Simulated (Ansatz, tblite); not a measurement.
Cost and result up the ladder for Cu₃S⁺ (the lowest singlet isomer of a short search) (4 atoms). Charge 1, multiplicity 1. Geometry: PBE0-D4/def2-SVP.

Cartesian coordinates in Å:
```
Cu 0.1150 -0.5769 -1.4947
Cu 1.4064 0.2800 0.7242
Cu -1.0983 -0.7267 0.9196
S -0.4230 1.0236 -0.1491
```

Ansatz on 4 threads of Intel Xeon 6975P-C on a shared host; xTB runs through tblite on one thread. Times are rough, summed over both states, and most runs start from the orbitals of an earlier one. PBE-QIDH/def2-TZVP serves as the yardstick here, not as an exact answer. The other state is a triplet at its own geometry.

The xTB rows come from tblite. LC-ωPBE has ω = 0.4 bohr⁻¹. Correlated methods freeze 32 core orbitals. HOMO above LUMO, or a gap near zero within one spin, warns that the state may not be the lowest or that an electron is smeared out. The structure comes from a short search, and lower isomers may exist.

Run but left out: HF/STO-3G (triplet: ⟨S²⟩ 5.76, where a pure state has 2.00).

Second-order perturbation terms are unreliable where d shells bring near-degenerate states, and here PBE-QIDH/def2-TZVP lies more than 0.4 eV from the median of the functionals without such a term.

Correlated methods converge slowly with the basis.

xTB has no spin-polarisation term.

```json
{"level": "GFN2-xTB", "functions": "36", "wall time": "0.007 s", "triplet − singlet (eV)": "2.16", "difference from PBE-QIDH/def2-TZVP (eV)": "-0.67", "remarks": "–"}
{"level": "GFN1-xTB", "functions": "36", "wall time": "0.008 s", "triplet − singlet (eV)": "1.65", "difference from PBE-QIDH/def2-TZVP (eV)": "-1.18", "remarks": "–"}
{"level": "PBE-D4/def2-TZVP", "functions": "172", "wall time": "5.8 s", "triplet − singlet (eV)": "1.87", "difference from PBE-QIDH/def2-TZVP (eV)": "-0.96", "remarks": "gap within one spin near zero (triplet)"}
{"level": "LC-ωPBE/def2-TZVP", "functions": "172", "wall time": "9.7 s", "triplet − singlet (eV)": "2.61", "difference from PBE-QIDH/def2-TZVP (eV)": "-0.23", "remarks": "–"}
{"level": "PBE0-D4/def2-TZVP", "functions": "172", "wall time": "9.7 s", "triplet − singlet (eV)": "2.33", "difference from PBE-QIDH/def2-TZVP (eV)": "-0.50", "remarks": "–"}
{"level": "r2SCAN-D4/def2-TZVP", "functions": "172", "wall time": "15 s", "triplet − singlet (eV)": "1.87", "difference from PBE-QIDH/def2-TZVP (eV)": "-0.96", "remarks": "–"}
{"level": "PBE-QIDH/def2-TZVP (with forces)", "functions": "172", "wall time": "18 s", "triplet − singlet (eV)": "2.83", "difference from PBE-QIDH/def2-TZVP (eV)": "0.00", "remarks": "–"}
```
